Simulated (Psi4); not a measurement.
Job for Psi4: SAPT0/jun-cc-pV(D+d)Z on C2H9N (a complex), monomers drawn apart or pushed together.

```
memory 8100 MB

molecule dimer {
0 1
C     0.06534539    0.01999414    0.07014808
H     0.93317877   -0.63723233    0.01232120
H    -0.46566412   -0.15390125    1.00591265
H     0.39821374    1.05703365    0.02351863
H    -0.59431880   -0.18274317   -0.77340044
--
0 1
C     0.39470923    0.02397003    4.84123786
N    -0.98869273   -0.38337861    4.59861545
H     0.56454288    1.00291826    4.39056483
H     1.06733725   -0.67811684    4.34636366
H     0.68351475    0.08252148    5.89921731
H    -1.63666802    0.26186725    5.03374780
H    -1.17027413   -1.29805597    4.99349618
units angstrom
symmetry c1
no_reorient
no_com
}

set {
  basis jun-cc-pV(D+d)Z
  scf_type df
  freeze_core true
}

energy('sapt0')
```

It printed:

```
[...]
==> Input File <==

--------------------------------------------------------------------------
memory 8100 MB

molecule dimer {
0 1
C     0.06534539    0.01999414    0.07014808
H     0.93317877   -0.63723233    0.01232120
H    -0.46566412   -0.15390125    1.00591265
H     0.39821374    1.05703365    0.02351863
H    -0.59431880   -0.18274317   -0.77340044
--
0 1
C     0.39470923    0.02397003    4.84123786
N    -0.98869273   -0.38337861    4.59861545
H     0.56454288    1.00291826    4.39056483
H     1.06733725   -0.67811684    4.34636366
H     0.68351475    0.08252148    5.89921731
H    -1.63666802    0.26186725    5.03374780
H    -1.17027413   -1.29805597    4.99349618
units angstrom
symmetry c1
no_reorient
no_com
}

set {
  basis jun-cc-pV(D+d)Z
  scf_type df
  freeze_core true
}

energy('sapt0')
--------------------------------------------------------------------------


   => Loading Basis Set <=

    Name: JUN-CC-PV(D+D)Z
    Role: ORBITAL
    Keyword: BASIS
    atoms 1, 6      entry C          line   188 file jun-cc-pv_dpd_z.gbs
    atoms 2-5, 8-12 entry H          line    60 file jun-cc-pv_dpd_z.gbs
    atoms 7         entry N          line   222 file jun-cc-pv_dpd_z.gbs

   => Loading Basis Set <=

    Name: JUN-CC-PV(D+D)Z
    Role: ORBITAL
    Keyword: BASIS
    atoms 1, 6      entry C          line   188 file jun-cc-pv_dpd_z.gbs
    atoms 2-5, 8-12 entry H          line    60 file jun-cc-pv_dpd_z.gbs
    atoms 7         entry N          line   222 file jun-cc-pv_dpd_z.gbs


  //>>>>>>>>>>>>>>>>>>>>>>>>>>>>>>>>>>>//
  //              Dimer HF             //
  //<<<<<<<<<<<<<<<<<<<<<<<<<<<<<<<<<<<//

   => Libint2 <=

    Primary   basis highest AM E, G, H:  7, 6, 3
    Auxiliary basis highest AM E, G, H:  7, 7, 4
    Onebody   basis highest AM E, G, H:  -, -, -
    Solid Harmonics ordering:            Gaussian


   => Loading Basis Set <=

    Name: JUN-CC-PV(D+D)Z
    Role: ORBITAL
    Keyword: BASIS
    atoms 1, 6      entry C          line   188 file jun-cc-pv_dpd_z.gbs
    atoms 2-5, 8-12 entry H          line    60 file jun-cc-pv_dpd_z.gbs
    atoms 7         entry N          line   222 file jun-cc-pv_dpd_z.gbs


         ---------------------------------------------------------
                                   SCF
               by Justin Turney, Rob Parrish, Andy Simmonett
                          and Daniel G. A. Smith
                              RHF Reference
                        4 Threads,   7724 MiB Core
         ---------------------------------------------------------

  ==> Geometry <==

    Molecular point group: c1
    Full point group: C1

    Geometry (in Angstrom), charge = 0, multiplicity = 1:

       Center              X                  Y                   Z               Mass
    ------------   -----------------  -----------------  -----------------  -----------------
         C            0.065345390000     0.019994140000     0.070148080000    12.000000000000
         H            0.933178770000    -0.637232330000     0.012321200000     1.007825032230
         H           -0.465664120000    -0.153901250000     1.005912650000     1.007825032230
         H            0.398213740000     1.057033650000     0.023518630000     1.007825032230
         H           -0.594318800000    -0.182743170000    -0.773400440000     1.007825032230
         C            0.394709230000     0.023970030000     4.841237860000    12.000000000000
         N           -0.988692730000    -0.383378610000     4.598615450000    14.003074004430
         H            0.564542880000     1.002918260000     4.390564830000     1.007825032230
         H            1.067337250000    -0.678116840000     4.346363660000     1.007825032230
         H            0.683514750000     0.082521480000     5.899217310000     1.007825032230
         H           -1.636668020000     0.261867250000     5.033747800000     1.007825032230
         H           -1.170274130000    -1.298055970000     4.993496180000     1.007825032230

  Running in c1 symmetry.

  Rotational constants: A =      0.64010  B =      0.02369  C =      0.02313 [cm^-1]
  Rotational constants: A =  19189.60736  B =    710.23544  C =    693.30487 [MHz]
  Nuclear repulsion =   75.337736995007305

  Charge       = 0
  Multiplicity = 1
  Electrons    = 28
  Nalpha       = 14
  Nbeta        = 14

  ==> Algorithm <==

  SCF Algorithm Type is DF.
  DIIS enabled.
  MOM disabled.
  Fractional occupation disabled.
  Guess Type is SAD.
  Energy threshold   = 1.00e-08
  Density threshold  = 1.00e-08
  Integral threshold = 1.00e-12

  ==> Primary Basis <==

  Basis Set: JUN-CC-PV(D+D)Z
    Blend: JUN-CC-PV(D+D)Z
    Number of shells: 51
    Number of basis functions: 99
    Number of Cartesian functions: 102
    Spherical Harmonics?: true
    Max angular momentum: 2

   => Loading Basis Set <=

    Name: (JUN-CC-PV(D+D)Z AUX)
    Role: JKFIT
    Keyword: DF_BASIS_SCF
    atoms 1, 6      entry C          line   146 file jun-cc-pvdz-jkfit.gbs
    atoms 2-5, 8-
[...]
    2.748688    86A      2.755217    87A      2.810140
      88A      2.831165    89A      2.968424    90A      3.009390
      91A      3.014679    92A      3.016436    93A      3.207869
      94A      3.423110    95A      3.553773    96A      5.043151
      97A      5.046781    98A      5.059543    99A     18.443225

    Final Occupation by Irrep:
              A
    DOCC [     9 ]
    NA   [     9 ]
    NB   [     9 ]

  @DF-RHF Final Energy:   -95.22745841526861

   => Energetics <=

    Nuclear Repulsion Energy =             42.0136660276754554
    One-Electron Energy =                -211.2976789741568666
    Two-Electron Energy =                  74.0565545312128108
    Total Energy =                        -95.2274584152686145

Computation Completed


Properties will be evaluated at   0.000000,   0.000000,   0.000000 [a0]

Properties computed using the SCF density matrix


 Multipole Moments:

 ------------------------------------------------------------------------------------
     Multipole            Electronic (a.u.)      Nuclear  (a.u.)        Total (a.u.)
 ------------------------------------------------------------------------------------

 L = 1.  Multiply by 2.5417464519 to convert [e a0] to [Debye]
 Dipole X            :          9.6206669           -9.5320450            0.0886219
 Dipole Y            :          5.9996569           -5.9879674            0.0116894
 Dipole Z            :       -161.7556173          162.3296003            0.5739830
 Magnitude           :                                                    0.5809018

 ------------------------------------------------------------------------------------

  Constructing Basis Sets for SAPT...

   => Loading Basis Set <=

    Name: (JUN-CC-PV(D+D)Z AUX)
    Role: RIFIT
    Keyword: DF_BASIS_SAPT
    atoms 1, 6      entry C          line   100 file jun-cc-pvdz-ri.gbs
    atoms 2-5, 8-12 entry H          line    30 file jun-cc-pvdz-ri.gbs
    atoms 7         entry N          line   144 file jun-cc-pvdz-ri.gbs

   => Loading Basis Set <=

    Name: (JUN-CC-PV(D+D)Z AUX)
    Role: JKFIT
    Keyword: DF_BASIS_ELST
    atoms 1, 6      entry C          line   146 file jun-cc-pvdz-jkfit.gbs
    atoms 2-5, 8-12 entry H          line    70 file jun-cc-pvdz-jkfit.gbs
    atoms 7         entry N          line   202 file jun-cc-pvdz-jkfit.gbs


  //>>>>>>>>>>>>>>>>>>>>>>>>>>>>>>>>>>>//
  //               SAPT0               //
  //<<<<<<<<<<<<<<<<<<<<<<<<<<<<<<<<<<<//



        SAPT0
    Ed Hohenstein
     6 June 2009

      Orbital Information
  --------------------------
    NSO        =        99
    NMO        =        99
    NRI        =       321
    NRI (Elst) =       444
    NOCC A     =         5
    NOCC B     =         9
    FOCC A     =         1
    FOCC B     =         2
    NVIR A     =        94
    NVIR B     =        90

    Elst10,r            =    -0.000282781206 [Eh]
    Exch10              =     0.000131745438 [Eh]
    Exch10 (S^2)        =     0.000131726219 [Eh]

    Maxiter = 50
    CPHF R converge = 1.000000E-08

    Iter     Energy [mEh]          dE [mEh]         Residual      Time [s]
       1      -0.05880182       0.058801819     1.459401e-03             0
       2      -0.07693782       0.018135997     3.643008e-04             0
       3      -0.07784920       0.000911381     7.723737e-05             0
       4      -0.07768475      -0.000164442     1.938576e-05             0
       5      -0.07762614      -0.000058613     2.203537e-06             0
       6      -0.07763411       0.000007963     2.663422e-07             0
       7      -0.07763361      -0.000000492     3.946827e-08             0
       8      -0.07763364       0.000000031     4.427996e-09             0

    CHF Iterations converged

    Maxiter = 50
    CPHF R converge = 1.000000E-08

    Iter     Energy [mEh]          dE [mEh]         Residual      Time [s]
       1      -0.00764407       0.007644074     3.341035e-04             0
       2      -0.00944160       0.001797522     7.401234e-05             0
       3      -0.00937929      -0.000062305     3.139839e-05             0
       4      -0.00936084      -0.000018453     7.059323e-06             0
       5      -0.00936628       0.000005446     1.564995e-06             0
       6      -0.00936685       0.000000569     3.061992e-07             0
       7      -0.00936661      -0.000000247     6.757068e-08             0
       8      -0.00936663       0.000000027     2.448366e-08             0
       9      -0.00936664       0.000000005     6.163661e-09             0

    CHF Iterations converged

    Ind20,r (A<-B)      =    -0.000077633645 [Eh]
    Ind20,r (B<-A)      =    -0.000009366638 [Eh]
    Ind20,r             =    -0.000087000283 [Eh]
    Exch-Ind20,r (A<-B) =     0.000004539850 [Eh]
    Exch-Ind20,r (B<-A) =     0.000006742494 [Eh]
    Exch-Ind20,r        =     0.000011282344 [Eh]
    Disp20              =    -0.000375783938 [Eh]
    Disp20 (SS)         =    -0.000187891969 [Eh]
    Disp20 (OS)         =    -0.000187891969 [Eh]
    Exch-Disp20         =     0.000011504406 [Eh]
    Exch-Disp20 (SS)    =     0.000006960875 [Eh]
    Exch-Disp20 (OS)    =     0.000004543531 [Eh]

    SAPT Results
  --------------------------------------------------------------------------------------------------------
    Electrostatics                 -0.28278121 [mEh]      -0.17744789 [kcal/mol]      -0.74244195 [kJ/mol]
      Elst10,r                     -0.28278121 [mEh]      -0.17744789 [kcal/mol]      -0.74244195 [kJ/mol]

    Exchange                        0.13174544 [mEh]       0.08267151 [kcal/mol]       0.34589760 [kJ/mol]
      Exch10                        0.13174544 [mEh]       0.08267151 [kcal/mol]       0.34589760 [kJ/mol]
      Exch10(S^2)                   0.13172622 [mEh]       0.08265945 [kcal/mol]       0.34584714 [kJ/mol]

    Induction                      -0.08496522 [mEh]      -0.05331648 [kcal/mol]      -0.22307615 [kJ/mol]
      Ind20,r                      -0.08700028 [mEh]      -0.05459350 [kcal/mol]      -0.22841921 [kJ/mol]
      Exch-Ind20,r                  0.01128234 [mEh]       0.00707978 [kcal/mol]       0.02962179 [kJ/mol]
      delta HF,r (2)               -0.00924728 [mEh]      -0.00580275 [kcal/mol]      -0.02427873 [kJ/mol]

    Dispersion                     -0.36427953 [mEh]      -0.22858886 [kcal/mol]      -0.95641578 [kJ/mol]
      Disp20                       -0.37578394 [mEh]      -0.23580798 [kcal/mol]      -0.98662059 [kJ/mol]
      Exch-Disp20                   0.01150441 [mEh]       0.00721912 [kcal/mol]       0.03020481 [kJ/mol]
      Disp20 (SS)                  -0.18789197 [mEh]      -0.11790399 [kcal/mol]      -0.49331030 [kJ/mol]
      Disp20 (OS)                  -0.18789197 [mEh]      -0.11790399 [kcal/mol]      -0.49331030 [kJ/mol]
      Exch-Disp20 (SS)              0.00696088 [mEh]       0.00436802 [kcal/mol]       0.01827578 [kJ/mol]
      Exch-Disp20 (OS)              0.00454353 [mEh]       0.00285111 [kcal/mol]       0.01192904 [kJ/mol]

  Total HF                         -0.23600099 [mEh]      -0.14809285 [kcal/mol]      -0.61962050 [kJ/mol]
  Total SAPT0                      -0.60028052 [mEh]      -0.37668171 [kcal/mol]      -1.57603628 [kJ/mol]

  Special recipe for scaled SAPT0 (see Manual):
    Electrostatics sSAPT0          -0.28278121 [mEh]      -0.17744789 [kcal/mol]      -0.74244195 [kJ/mol]
    Exchange sSAPT0                 0.13174544 [mEh]       0.08267151 [kcal/mol]       0.34589760 [kJ/mol]
    Induction sSAPT0               -0.08496028 [mEh]      -0.05331338 [kcal/mol]      -0.22306318 [kJ/mol]
    Dispersion sSAPT0              -0.36427450 [mEh]      -0.22858570 [kcal/mol]      -0.95640256 [kJ/mol]
  Total sSAPT0                     -0.60027054 [mEh]      -0.37667545 [kcal/mol]      -1.57601009 [kJ/mol]
  --------------------------------------------------------------------------------------------------------



*** Psi4 exiting successfully. Buy a developer a beer!
```

The run finished.

Cost: about 17 core-seconds (a rough figure).
